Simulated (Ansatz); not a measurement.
Cost and result for the atomization energy of C2H7BSi (`C=CB[SiH3]`) (11 atoms, 10 bonds).

```xyz
11

C     1.6805   -1.4933   -0.4245
C     0.6783   -0.6239   -0.6138
B    -0.0224    0.0325    0.5849
Si   -1.5239    1.3592    0.3483
H     2.2059   -1.9754   -1.2454
H     2.0092   -1.7485    0.5788
H     0.3915   -0.4045   -1.6414
H     0.3648   -0.2813    1.6766
H    -1.0632    2.5043   -0.4929
H    -2.0675    1.9161    1.6169
H    -2.6531    0.7149   -0.3876
```

Charge 0, multiplicity 1. All single points use the PBE0-D4/def2-TZVP geometry. It is one conformer, not always the lowest. Program: Ansatz. All runs use 2 threads of an Arm Neoverse V1 on a shared host. Times are those of one run each, without the atoms' runs, and a repeat can differ threefold. Electronic energies, without spin–orbit coupling; frozen cores. CCSD(T)/CBS adds CCSD(T) − MP2 in def2-TZVPP to the MP2 limit, and its time is that of the two runs behind it. T1 = 0.012; the RHF reference is unstable towards UHF. B3LYP takes the VWN-RPA correlation (the form of Gaussian; ORCA's B3LYP/G).

CCSD(T)/CBS is a level of theory with its own doubt, some kJ/mol a heavy atom from the limit and from the frozen cores, so smaller differences don't rank the functionals.

| level | functions | wall time |
| --- | --- | --- |
| revPBE-D4/def2-TZVPP | 233 | 2.9 s |
| BLYP-D4/def2-TZVPP | 233 | 3.2 s |
| BHLYP-D4/def2-TZVPP | 233 | 3.9 s |
| CCSD(T)/def2-SVP | 95 | 4 s |
| B3LYP-D4/def2-TZVPP (with forces) | 233 | 6.5 s |
| r2SCANh-D4/def2-TZVPP | 233 | 7 s |
| r2SCAN-D4/def2-TZVPP (with forces) | 233 | 7.5 s |
| PBE-QIDH/def2-TZVPP | 233 | 9 s |
| B97M-V/def2-TZVPP | 233 | 15 s |
| ωB97M-V/def2-TZVPP (with forces) | 233 | 17 s |
| MP2/def2-QZVPP | 451 | 35 s |
| CCSD(T)/def2-TZVPP | 233 | 7.3 min |
| CCSD(T)/CBS(def2) | – | 7.9 min |

(1) What atomization energy does each give, and how far from CCSD(T)/CBS? (An estimate is asked.)

Results:

(1) Ansatz gave: 
```json
{"level": "revPBE-D4/def2-TZVPP", "atomization (kJ/mol)": "3929.3", "difference from CCSD(T)/CBS": "-16.4", "per bond": "-1.6"}
{"level": "BLYP-D4/def2-TZVPP", "atomization (kJ/mol)": "3946.9", "difference from CCSD(T)/CBS": "1.2", "per bond": "0.1"}
{"level": "BHLYP-D4/def2-TZVPP", "atomization (kJ/mol)": "3902.7", "difference from CCSD(T)/CBS": "-43.0", "per bond": "-4.3"}
{"level": "CCSD(T)/def2-SVP", "atomization (kJ/mol)": "3779.7", "difference from CCSD(T)/CBS": "-166.0", "per bond": "-16.6"}
{"level": "B3LYP-D4/def2-TZVPP (with forces)", "atomization (kJ/mol)": "3973.7", "difference from CCSD(T)/CBS": "28.0", "per bond": "2.8"}
{"level": "r2SCANh-D4/def2-TZVPP", "atomization (kJ/mol)": "3957.0", "difference from CCSD(T)/CBS": "11.3", "per bond": "1.1"}
{"level": "r2SCAN-D4/def2-TZVPP (with forces)", "atomization (kJ/mol)": "3972.0", "difference from CCSD(T)/CBS": "26.3", "per bond": "2.6"}
{"level": "PBE-QIDH/def2-TZVPP", "atomization (kJ/mol)": "3939.1", "difference from CCSD(T)/CBS": "-6.6", "per bond": "-0.7"}
{"level": "B97M-V/def2-TZVPP", "atomization (kJ/mol)": "3983.7", "difference from CCSD(T)/CBS": "38.0", "per bond": "3.8"}
{"level": "ωB97M-V/def2-TZVPP (with forces)", "atomization (kJ/mol)": "3965.2", "difference from CCSD(T)/CBS": "19.5", "per bond": "2.0"}
{"level": "MP2/def2-QZVPP", "atomization (kJ/mol)": "3931.6", "difference from CCSD(T)/CBS": "-14.1", "per bond": "-1.4"}
{"level": "CCSD(T)/def2-TZVPP", "atomization (kJ/mol)": "3862.4", "difference from CCSD(T)/CBS": "-83.3", "per bond": "-8.3"}
{"level": "CCSD(T)/CBS(def2)", "atomization (kJ/mol)": "3945.7", "difference from CCSD(T)/CBS": "0.0", "per bond": "0.0"}
```

The D4 term adds +30.2 kJ/mol with B3LYP and +15.8 kJ/mol with PBE0; it sums over pairs of atoms, weighted by their polarisabilities, and B3LYP, whose exchange is more repulsive, gets the larger term. In def2-TZVPP, CCSD(T) changes the Hartree–Fock value by +810.6 kJ/mol (the triples alone add +45.1 kJ/mol) and MP2 by +830.8 kJ/mol; breaking electron pairs costs correlation energy, which Hartree–Fock lacks. From BLYP to BHLYP (50 % exact exchange), in def2-TZVPP and without D4, the atomization energy moves by −25.4 kJ/mol: exact exchange takes away binding that semilocal exchange gives to molecules.
